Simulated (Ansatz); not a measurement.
`[OH][Al]([SH])[Cl]` + H–F → `[F][Al]([SH])[Cl]` + H₂O at 500 K and 1 bar (ligand exchange at the Al–O bond).

Program: Ansatz. Geometries: PBE0-D4/def2-TZVP. ΔE: electronic, gas phase. CCSD(T)/CBS adds triple-zeta CCSD(T) − MP2 to the extrapolated MP2 energy (def2 sets, frozen cores). This one scheme is used for every species. Each species was taken in one conformer, which may not be the lowest.

```json
{"species": "`[OH][Al]([SH])[Cl]`", "CCSD(T)/CBS energy (Eh)": "-1176.12769", "H − E (kJ/mol)": "104.8", "S (J/(mol·K))": "385.3"}
{"species": "H–F", "CCSD(T)/CBS energy (Eh)": "-100.39570", "H − E (kJ/mol)": "39.4", "S (J/(mol·K))": "188.7"}
{"species": "`[F][Al]([SH])[Cl]`", "CCSD(T)/CBS energy (Eh)": "-1200.16071", "H − E (kJ/mol)": "71.4", "S (J/(mol·K))": "371.1"}
{"species": "H₂O", "CCSD(T)/CBS energy (Eh)": "-76.37941", "H − E (kJ/mol)": "73.2", "S (J/(mol·K))": "206.3"}
```

H − E and S are ideal-gas, rigid-rotor, harmonic terms from PBE0-D4/def2-TZVP, for one conformer and one mirror image of each species. 1 Eh = 2625.50 kJ/mol, R = 8.31446 J/(mol·K).

Task: By hand: ΔE, ΔH, ΔS and ΔG.

Result: ΔE = (-1200.16071) + (-76.37941) − (-1176.12769) − (-100.39570) = -0.01673 Eh = -43.9 kJ/mol. Δ(H − E) = 71.4 + 73.2 − 104.8 − 39.4 = 0.4, so ΔH = -43.5 kJ/mol. ΔS = 371.1 + 206.3 − 385.3 − 188.7 = 3.4 J/(mol·K). ΔG = -43.5 − 500 × (3.4)/1000 = -45.2 kJ/mol.

Task: By hand: the equilibrium constant, and the temperature at which ΔG would vanish if ΔH and ΔS stayed fixed.

Result: log₁₀ K = −ΔG/(RT ln 10) = 4.7. ΔH and −TΔS have one sign here, so there is no such temperature.

The number of gas molecules stays the same, so ΔS is small and ΔH decides. A doubt of 5 kJ/mol in ΔE shifts log₁₀ K by 0.5 here. Other conformers and mirror images would add mixing entropy, several J/(mol·K) or more a flexible species. These are equilibria of isolated gas molecules and say nothing of rates. Largest T1 diagnostic: 0.011 (customary marks: 0.02 for closed shells, 0.045 for open ones).

ΔS is within the doubt of such terms, so its sign, and with it that verdict, could turn.
